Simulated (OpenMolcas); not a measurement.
## Computed transition rates of P

| Property | Result |
| --- | --- |
| Program | OpenMolcas |
| Method | SS-CASPT2, IPEA 0.25 Eh, imaginary shift 0.1 Eh (closed shells correlated: 2s 2p 3s) |
| Basis | ANO-RCC-VQZP [6s5p3d2f1g] |
| Scalar Hamiltonian | DKH2, point nucleus |
| Active space | 3 electrons in 3 orbitals (3p) |
| State averaging | 2S+1 = 4 odd, 1 root; 2S+1 = 2 odd, 8 roots |
| Spin-orbit coupling | RASSI with atomic mean-field integrals over the reference wave functions, term energies averaged over their components |

Rates come from the transition moments of the reference wave functions (E1 and E2 in the length form). At fixed line strength A goes as λ^-3 for E1 and M1 and as λ^-5 for E2, so a rate at the computed wavelength can be rescaled to the measured one. Measured vacuum wavelengths follow from level energies in NIST Handbook of Basic Atomic Spectroscopic Data. Branching counts decays inside the model space alone, at computed energies, and the table is only a selection of the E2 and M1 lines, drawn from those between levels with measured partners whose computed energy lies within a factor of 1.5 of the measured one.

```csv
Upper,Lower,Type,λ computed (nm),λ measured (nm),A computed (s-1),A rescaled (s-1),Branching %
3s2 3p3 2P* 1/2,3s2 3p3 2D* 5/2,E2,1221,1361,9.11e-02,5.29e-02,35.6
3s2 3p3 2P* 1/2,3s2 3p3 2D* 3/2,E2,1220,1358,1.37e-01,8.02e-02,53.5
3s2 3p3 2P* 1/2,3s2 3p3 2D* 3/2,M1,1220,1358,9.49e-03,,3.7
3s2 3p3 2P* 3/2,3s2 3p3 2D* 5/2,E2,1220,1357,1.60e-01,9.40e-02,53.6
3s2 3p3 2P* 3/2,3s2 3p3 2D* 5/2,M1,1220,1357,8.55e-03,,2.9
3s2 3p3 2P* 3/2,3s2 3p3 2D* 3/2,E2,1218,1354,6.89e-02,4.06e-02,23.0
3s2 3p3 2P* 3/2,3s2 3p3 2D* 3/2,M1,1218,1354,1.52e-02,,5.1
3s2 3p3 2D* 3/2,3s2 3p3 4S* 3/2,E2,873.7,880.2,4.92e-05,,51.9
3s2 3p3 2D* 3/2,3s2 3p3 4S* 3/2,M1,873.7,880.2,4.57e-05,,48.1
3s2 3p3 2D* 5/2,3s2 3p3 4S* 3/2,E2,873.1,879,7.68e-05,,98.6
3s2 3p3 2P* 1/2,3s2 3p3 4S* 3/2,M1,509.1,534.1,1.85e-02,,7.2
3s2 3p3 2P* 3/2,3s2 3p3 4S* 3/2,M1,508.8,533.4,4.61e-02,,15.4
```

Spin-changing lines and M1 lines between different terms are not rescaled, since their strength hangs on the term gaps too.

The largest correction is for 3s2 3p3 2P* 1/2 → 3s2 3p3 2D* 5/2 (E2): 9.11e-02 × (1221 / 1361)^5 = 5.29e-02 s-1, a factor of 0.58.

No measured rate stands beside these. Rescaling mends the energy factor alone: line strengths can still be far off where a level mixes with configurations outside the active space, and weak or spin-changing lines hang on small mixing coefficients that depend on the term gaps too, so rescaling need not improve them.

CASPT2 does not keep the components of a term degenerate, so their means are used; among the terms shown or strongly mixed into the levels shown the widest spread is 130 cm-1 (3s2 3p3 2D*). With the s shell closed, the reference lacks s² → p² mixing. Computed and measured levels are paired by configuration, term and J; levels that our copy of the source lacks, or whose pairing is in doubt (as where it misses far off the trend of its configuration), stay unpaired. Only configurations of the active space appear.

* marks odd parity.
